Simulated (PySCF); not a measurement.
# `OCCC1CCCC1`, C7H14O

Geometry:
```
atom   x (Å)   y (Å)   z (Å)
  O1   3.485  -0.530   0.157
  C2   2.331   0.143  -0.274
  C3   1.129  -0.727   0.025
  C4  -0.192  -0.127  -0.427
  C5  -0.586   1.189   0.278
  C6  -2.129   1.183   0.378
  C7  -2.585  -0.082  -0.360
  C8  -1.405  -1.033  -0.207
  H9   4.245   0.036  -0.003
 H10   2.218   1.122   0.234
 H11   2.363   0.354  -1.364
 H12   1.100  -0.921   1.111
 H13   1.287  -1.704  -0.461
 H14  -0.128   0.072  -1.514
 H15  -0.207   2.069  -0.263
 H16  -0.132   1.225   1.283
 H17  -2.439   1.132   1.434
 H18  -2.585   2.095  -0.035
 H19  -3.533  -0.488   0.026
 H20  -2.741   0.136  -1.430
 H21  -1.376  -1.444   0.819
 H22  -1.430  -1.889  -0.899
```

Theory: PySCF, quadratic response CAM-B3LYP/aug-cc-pVDZ first hyperpolarisability, Taylor convention, gas phase. Geometry: PBE0-D3(BJ)/def2-SVP.

(1) Give the tensor of the second harmonic β(−2ω;ω,ω) at 1064 nm in the axes of these coordinates.

Answers

(1) In au, Taylor convention; rows are the first index (the induced dipole):
|  | xx | yy | zz | xy | xz | yz |
| --- | --- | --- | --- | --- | --- | --- |
| x | +45.1 | +19.5 | +10.6 | -19.0 | +0.5 | +0.5 |
| y | -18.6 | +0.3 | -6.0 | +19.2 | +0.4 | +7.6 |
| z | +0.6 | +7.5 | -5.7 | +0.4 | +10.0 | -6.2 |

Norm of βᵢ = ⅓ Σⱼ (βᵢⱼⱼ + βⱼᵢⱼ + βⱼⱼᵢ): 78.6 au, hyper-Rayleigh value 30.6 au.
